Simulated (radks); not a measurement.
Polarisability of the aluminium ion Al3+, [Ne], at imaginary frequency. All-electron calculation, non-relativistic Kohn-Sham, exchange-only LDA, spin-polarised, spherical densities, point nucleus. Program: a radial shooting solver on a logarithmic mesh with Libxc functionals. Response by self-consistent Sternheimer equations with the Hartree and adiabatic exchange-only LDA kernel.

| w (hartree) | alpha1(iw) (bohr^3) | alpha2(iw) (bohr^5) |
|---|---|---|
| 0.00266 | 0.2869 | 0.2501 |
| 0.0143 | 0.2869 | 0.2501 |
| 0.0360 | 0.2869 | 0.2501 |
| 0.0697 | 0.2869 | 0.2501 |
| 0.118 | 0.2867 | 0.2499 |
| 0.186 | 0.2863 | 0.2496 |
| 0.280 | 0.2855 | 0.2490 |
| 0.413 | 0.2838 | 0.2476 |
| 0.605 | 0.2803 | 0.2449 |
| 0.892 | 0.2730 | 0.2391 |
| 1.35 | 0.2576 | 0.2267 |
| 2.12 | 0.2258 | 0.2009 |
| 3.59 | 0.1671 | 0.1519 |
| 6.94 | 0.08641 | 0.08032 |
| 17.5 | 0.02183 | 0.01993 |

Static values: alpha1 = 0.2869 bohr^3 (0.04252 angstrom^3; uncoupled 0.3237), alpha2 = 0.2501 bohr^5, alpha3 = 0.3749 bohr^7. C6 = 0.2701, C8 = 1.207, triple-dipole C9 = 0.05617 atomic units. One-pole (London) frequency 4 C6 / (3 alpha1^2) = 4.375 hartree, against 3.754 for minus the highest occupied eigenvalue. The dipole shielding factor is 0.769, as the force sum rule N/Z = 0.769 demands.
